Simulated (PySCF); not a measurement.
# `FC(F)(F)Cc1ncc[nH]1`: 4 charge schemes on one density

Species: C5H5F3N2.
Structure used (PBE0-D3(BJ)/def2-SVP), in Å, numbered top down from 1:
```xyz
15
C5H5F3N2 angstrom
F     -3.347   -0.348   -0.344
C     -2.141   -0.051    0.138
F     -1.957   -0.815    1.236
F     -2.162    1.215    0.545
C     -1.064   -0.311   -0.885
C      0.310    0.026   -0.419
N      1.167    0.768   -1.078
C      2.301    0.793   -0.317
C      2.126    0.052    0.828
N      0.850   -0.438    0.743
H     -1.150   -1.371   -1.176
H     -1.270    0.299   -1.773
H      3.188    1.344   -0.626
H      2.777   -0.159    1.672
H      0.367   -0.996    1.436
```

Density: PBE0/pcSseg-1 (PySCF); schemes: Mulliken, IAO, Hirshfeld and ESP-fitted. Geometry: PBE0-D3(BJ)/def2-SVP, one conformer, isolated molecule.

Q: Give the atomic charges in each scheme.

A: In e:

```
atom                          environment  Mulliken     IAO  Hirshfeld  ESP-fitted
  F1              fluorine of a CF3 group    -0.260  -0.277     -0.088      -0.197
  C2                           CF3 carbon    +0.771  +0.812     +0.260      +0.697
  F3              fluorine of a CF3 group    -0.290  -0.300     -0.093      -0.247
  F4              fluorine of a CF3 group    -0.253  -0.273     -0.087      -0.198
  C5                 benzylic-type carbon    -0.190  -0.328     -0.096      -0.686
  C6          substituted aromatic carbon    +0.267  +0.176     +0.079      +0.630
  N7               pyridine-type nitrogen    -0.418  -0.333     -0.209      -0.599
  C8  aromatic CH next to a ring nitrogen    -0.019  -0.096     -0.044      +0.141
  C9  aromatic CH next to a ring nitrogen    +0.070  -0.136     -0.037      -0.413
 N10                pyrrole-type nitrogen    -0.431  -0.238     -0.070      -0.288
 H11                   methylene hydrogen    +0.169  +0.172     +0.056      +0.204
 H12                   methylene hydrogen    +0.175  +0.197     +0.067      +0.237
 H13                    aromatic hydrogen    +0.097  +0.161     +0.056      +0.123
 H14                    aromatic hydrogen    +0.109  +0.168     +0.063      +0.245
 H15                         N–H hydrogen    +0.202  +0.295     +0.143      +0.351
```

Mean size of the charges over all atoms: ESP-fitted 0.350 e, IAO 0.264 e, Mulliken 0.248 e, Hirshfeld 0.096 e. Each set sums to the total charge, 0, to within 0.001 e. The Hirshfeld scheme divides the density at each point in proportion to the densities of the neutral, spherically averaged free atoms. The Mulliken scheme gives each basis function's population to the atom it is centred on and halves the overlap population of two atoms between them.

Lowest charge. The schemes don't all agree: Mulliken N10 (-0.431); IAO N7 (-0.333); Hirshfeld N7 (-0.209); ESP-fitted C5 (-0.686).

Highest charge. All schemes agree: Mulliken C2 (+0.771); IAO C2 (+0.812); Hirshfeld C2 (+0.260); ESP-fitted C2 (+0.697).

Q: Sum the charges by element.

A: 
```csv
element,atoms,Mulliken,IAO,Hirshfeld,ESP-fitted
F,3,-0.803,-0.850,-0.268,-0.643
C,5,+0.900,+0.428,+0.163,+0.369
N,2,-0.849,-0.571,-0.279,-0.886
H,5,+0.752,+0.993,+0.384,+1.160
```

Q: How many electrons does the ESP-fitted scheme count on C2?

A: Z − q = 6 − (+0.697) = 5.303.

Q: How closely do the schemes follow one another over all atoms?

A: Correlation coefficient and root-mean-square difference: IAO with Hirshfeld 0.97, 0.202 e; Mulliken with IAO 0.95, 0.096 e; Mulliken with Hirshfeld 0.94, 0.203 e; Hirshfeld with ESP-fitted 0.89, 0.305 e; IAO with ESP-fitted 0.88, 0.197 e; Mulliken with ESP-fitted 0.83, 0.224 e.
